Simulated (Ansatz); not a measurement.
The same ligand exchange along the group B, Al, Ga, In.

Calculated with Ansatz (gas phase, PBE0-D4/def2-TZVP geometries, no zero-point term in ΔE). CCSD(T)/CBS is the MP2 limit (def2-TZVPP, def2-QZVPP) plus CCSD(T) − MP2 in def2-TZVPP, frozen cores. Small cases extrapolate CCSD(T) itself. DFT in def2-TZVPP. Elements past krypton have def2 core potentials. For Ga, In outer-core shells are correlated without core-valence functions, which leaves a few kJ/mol of doubt a bond. Scalar relativity is left out up to krypton.

| reaction | RPA@PBE/def2-TZVPP (kJ/mol) | revPBE-D4 (kJ/mol) | B2PLYP (kJ/mol) | CCSD/CBS(def2) (kJ/mol) | CCSD(T)/CBS(def2) (kJ/mol) |
| --- | --- | --- | --- | --- | --- |
| `BF` + HCl → `BCl` + H–F | 51 | 41 | 52 | 48 | 45 |
| `[F][AlH2]` + HCl → `[AlH2][Cl]` + H–F | 27 | 17 | 26 | 20 | 19 |
| `[F][GaH2]` + HCl → `[Cl][GaH2]` + H–F | -24 | -29 | -26 | -35 | -35 |
| `[F][InH2]` + HCl → `[Cl][InH2]` + H–F | -49 | -48 | -50 | -57 | -56 |

Largest T1 diagnostic: 0.016, for `[F][InH2]`.

Extrapolated directly: `BF` + HCl → `BCl` + H–F; `[F][AlH2]` + HCl → `[AlH2][Cl]` + H–F.
